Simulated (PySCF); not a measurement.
Species: C4H5FOSi.
Numbering: `[OH:1][Si@@H:2]1[CH:3]=[CH:4][CH:5]=[C:6]1[F:7]` (hydrogens: H8 on O1; H9 on Si2; H10 on C3; H11 on C4; H12 on C5)

Level of theory: PBE0-D3(BJ)/def2-SVP geometry optimisation, gas phase in PySCF 2.14.0.

(1) What internal coordinates does the optimisation give?

Answers

(1) 
```tsv
bond	length (bohr)	order
O1–Si2	3.141	single
Si2–C3	3.530	single
C3=C4	2.553	double
C4–C5	2.800	single
C5=C6	2.539	double
C6–F7	2.510	single
Si2–C6	3.597	single
O1–H8	1.817	single
Si2–H9	2.807	single
C3–H10	2.063	single
C4–H11	2.071	single
C5–H12	2.066	single
```

Orders are formal, as drawn. A selection of angles:
```tsv
angle	degrees
Si2–O1–H8	116.7
O1–Si2–C3	118.0
O1–Si2–C6	116.0
O1–Si2–H9	105.0
C3–Si2–C6	90.7
C3–Si2–H9	115.3
C6–Si2–H9	111.9
Si2–C3–C4	107.3
Si2–C3–H10	130.7
C4–C3–H10	122.0
C3–C4–C5	118.7
C3–C4–H11	122.9
C5–C4–H11	118.4
C4–C5–C6	114.2
C4–C5–H12	121.9
C6–C5–H12	123.9
C5–C6–F7	123.6
Si2–C6–C5	109.0
Si2–C6–F7	127.4
```

Torsions: O1–Si2–C3–C4 -123° (anticlinal); Si2–C3–C4–C5 2° (synperiplanar); C3–C4–C5–C6 0° (synperiplanar); C4–C5–C6–F7 180° (antiperiplanar); O1–Si2–C6–C5 124° (anticlinal); H8–O1–Si2–C3 46° (synclinal).

The C–C distances run from 1.343 Å (C5=C6, drawn double) to 1.481 Å (C4–C5, drawn single), a spread of 0.138 Å. Si2 (oxygen-bound silicon) has angles from 90.7° to 118.0°. The 2 C–Si bonds span 1.868 Å (Si2–C3, drawn single) to 1.904 Å (Si2–C6, drawn single), a spread of 0.036 Å. The 5-membered ring Si2–C3–C4–C5–C6 has internal angles of 90.7° to 118.7° (sum 540°, against 540° for a flat polygon); it is almost planar, 0.01 Å rms from its mean plane, widest ring torsion 2°.

Point group: C1 (no symmetry element, even within 0.4 Å). PBE0-D3(BJ)/def2-SVP frequencies: not computed here. The numbers are those of one conformer (H–O1–Si2–C3 46°).

On one thread, Arm Neoverse V1 (aarch64), on a shared host, this took 51 s and 0.55 GiB of memory at its peak. These figures are those of the optimisation.
